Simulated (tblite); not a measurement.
Species: C7H4ClO (doublet state).
SMILES: `O=[C]c1ccccc1Cl`

All values are computed: GFN2-xTB (tblite) harmonic vibrations without scaling, gas phase. The method is semi-empirical: single wavenumbers can be off by several per cent or more. Open shells enter through the occupations alone, without spin polarisation, and single modes of such species can be off by tens of per cent.

Harmonic wavenumbers (cm⁻¹): 97.4, 99.1, 189.7, 254.0, 282.2, 352.5, 375.7, 444.7, 481.8, 586.6, 603.9, 661.0, 734.7, 772.2, 815.2, 885.1, 903.3, 997.0, 1068.0, 1140.5, 1169.2, 1214.4, 1253.0, 1312.7, 1380.8, 1387.7, 1487.1, 1559.3, 2198.9, 3087.8, 3099.2, 3105.4, 3117.3.

A = 1952, B = 1363, C = 802.6 MHz; mass 138.995 u (most abundant isotopes); point group Cs, symmetry number 1; spin multiplicity 2.

Question: Zero-point energy?

Answer: ½Σν̃ = 18559 cm⁻¹ = 53.06 kcal/mol.

Question: Give the ideal-gas entropy at 200 K and 1 bar in the rigid-rotor, harmonic-oscillator model (classical rotation).

Answer: Translation 38.74, rotation 28.21, vibration 11.28, spin (R ln 2) 1.38: S = 79.6 cal/(mol K).

Question: And Cp and H(200 K) − H(0)?

Answer: Cp = 23.11 cal/(mol K), of which vibrations give 15.17 (their classical limit is 33 R = 65.6); H(200 K) − H(0) = 2.95 kcal/mol without the zero-point energy, 1.36 from vibrations.

Question: Blend soft modes into free rotors: weight 1/[1 + (100 cm⁻¹/ν̃)⁴] for the oscillator and the rest for a rotor with moment μB/(μ + B), μ = h/(8π²ν), B = 10⁻⁴⁴ kg m². What vibrational entropy results?

Answer: 11.08 cal/(mol K) in place of 11.28, which changes −T·S at 200 K by +0.04 kcal/mol.

Question: Which modes carry the vibrational entropy at 200 K?

Answer: 97.4 cm⁻¹: 2.73; 99.1 cm⁻¹: 2.70; 189.7 cm⁻¹: 1.52; 254.0 cm⁻¹: 1.04; 282.2 cm⁻¹: 0.89; 352.5 cm⁻¹: 0.60 cal/(mol K); the other 27 give 1.80 together.

Question: What must be added to the electronic energy to get the Gibbs energy at 200 K and 1 bar?

Answer: ZPE + [H(200 K) − H(0)] − T·S = 53.06 + 2.95 − 15.92 = 40.09 kcal/mol.

Question: How do the functions run with temperature in this model?

Answer: 
```csv
T (K),S (cal/(mol K)),Cp (cal/(mol K)),H − H(0) (kcal/mol),G − H(0) (kcal/mol),ln q(vib)
50,58.3,10.5,0.44,-2.48,0.13
100,66.9,14.6,1.06,-5.62,0.68
298.15,90.3,31.1,5.62,-21.32,4.00
373.15,97.9,36.5,8.15,-28.38,5.40
500,109.7,44.0,13.28,-41.56,7.78
750,129.5,53.6,25.59,-71.55,12.33
1000,145.8,59.4,39.78,-106.03,16.53
```

q(vib) and H(0) count from the zero-point level.

Hindered rotation and anharmonicity are outside this model.
